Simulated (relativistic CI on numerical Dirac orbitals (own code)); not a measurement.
**I2+: sensitivity of the levels to the model**

Base calculation: Dirac-Coulomb-Breit CI, KLI orbitals optimised for each configuration, a model potential for QED, valence Slater integrals scaled by 0.85, P86 correlation energy added to each configuration.

CI space (outside the closed core [Kr] 4d10): 5s2.5p3, 5s.5p4, 5s2.5p2.5d, 5p5, 5s2.5p2.5f, 5s2.5p2.6s, 5s.5p3.5d, 5s2.5p2.6p, 5s2.5p2.7s, 5s2.5p2.6d, 5s2.5p2.4f, 5s.5p3.5f, 5s2.5p2.7p, 5s2.5p2.8s, 5s2.5p2.5g, 5s2.5p2.7d, 5s2.5p2.8p, 5s2.5p2.6f, 5s.5p3.6s, 5s2.5p.4f.5d, 5s.5p2.6s2, 5p4.6p, 5s2.5p.5d.5f, 5s.5p3.6p, 5s.5p3.4f, 5p4.5d, 5s2.5p.5d2, 5s2.5d3, 5s2.5d2.5f, 5s2.5d2.6s, 5s.5p.5d3, 5s2.5d2.6p, 5s2.5p.4f2, 5s2.4f2.5d, 5s2.4f2.5f, 5s2.4f2.6s, 5s.5p.4f2.5d, 5s2.4f2.6p, 5s2.5p.5f2, 5s2.5d.5f2, 5s2.5f3, 5s2.5f2.6s, 5s.5p.5d.5f2, 5s2.5f2.6p, 5p3.5d2, 5p2.5d3, 5p2.5d2.5f, 5p2.5d2.6s, 5p2.5d2.6p, 5s2.5p.5d.6s, 5s2.5d.5f.6s, 5s2.5d.6s2, 5s.5p.5d2.6s, 5s2.5d.6s.6p, 5s.5p2.6s.6p, 5s.5p.5d.6s.6p, 5s.5p.5f.6s.6p, 5s.5p.6s2.6p, 5p2.5d.6s.6p, 5s.5p.6s.6p2. Double excitations out of closed p, d and f shells are left out; levels of such configurations are missing from the list, as are those of other unlisted configurations, and high levels can miss mixing partners. These lack a partner that the ground configuration has and come out too high: 5s2.5p2.7s, 5s2.5p2.6d, 5s2.5p2.4f, 5s.5p3.5f, 5s2.5p2.7p.

Variants: (1) self-excluded LDA correlation estimate; (2) valence Slater integrals scaled by 0.75. Shifts of the energy above 5s2.5p3 4S°_3/2, in cm⁻¹, for the lowest level and the first level of each name with at least 55 % of one term (blank where a level changes its place among those of its configuration and J or its character, or is not in the variant):

| Level | Base | Δ(1) | Δ(2) |
| --- | --- | --- | --- |
| 5s2.5p3 4S°_3/2 | 0.0 | 0.0 | 0.0 |
| 5s2.5p3 2D°_3/2 | 11642.5 | +7.0 | -1076.2 |
| 5s2.5p3 2D°_5/2 | 14838.6 | +7.9 | -1020.5 |
| 5s2.5p3 2P°_1/2 | 23680.5 | +7.1 | -1964.9 |
| 5s2.5p3 2P°_3/2 | 28875.9 | +8.6 | -1595.0 |
| 5s.5p4 4P_5/2 | 87726.4 | +226.2 | +1431.7 |
| 5s.5p4 4P_3/2 | 92937.7 | +227.0 | +1461.7 |
| 5s.5p4 4P_1/2 | 94922.4 | +227.3 | +1355.0 |
| 5s.5p4 2D_5/2 | 109258.5 | +250.1 | +131.7 |
| 5s2.5p2.5d 4F_3/2 | 113516.4 | +272.9 | -432.5 |
| 5s2.5p2.5d 4F_5/2 | 115029.7 | +277.3 | -447.6 |
| 5s2.5p2.5d 2P_3/2 | 115170.9 | +275.6 | -132.9 |
| 5s2.5p2.5d 4F_7/2 | 118544.9 | +279.1 | -234.4 |
| 5s2.5p2.5d 2F_5/2 | 120064.5 | +278.8 | -662.3 |
| 5s2.5p2.5d 4F_9/2 | 121981.7 | +280.1 | -321.8 |
| 5s2.5p2.5d 4D_3/2 | 123192.4 | +277.2 | -629.4 |
| 5s2.5p2.5d 4D_5/2 | 125038.9 | +277.3 | -726.4 |
| 5s2.5p2.6s 4P_3/2 | 128915.7 | +1261.0 | -1492.9 |
| 5s2.5p2.6s 2P_1/2 | 132097.2 | +1102.9 | -1792.8 |
| 5s2.5p2.6s 4P_5/2 | 132935.0 | +1185.6 | -1714.3 |
| 5s2.5p2.5d 2G_7/2 | 135456.2 | +278.6 | -1567.5 |
| 5s2.5p2.5d 4P_5/2 | 136743.1 | +393.4 | -2544.2 |

Correlation outside the listed configurations is missing or only estimated: errors of thousands of cm⁻¹ between configurations and terms are usual at this charge. Rates and lifetimes follow the computed energies and can be off by large factors. The fine structure of a lone outer electron comes out too small, for d and f at times inverted, and misplaced configurations move strength between like terms.

Ionisation energy from the two ground configurations alone: base 29.81 eV; self-excluded LDA correlation estimate 29.99 eV; valence Slater integrals scaled by 0.75 29.67 eV. The NIST ASD value (measured) is 29.57 eV.

LS names give the leading component of a level, which can be under half, so a name can repeat, a term be missing and a line seem to break the LS rules.
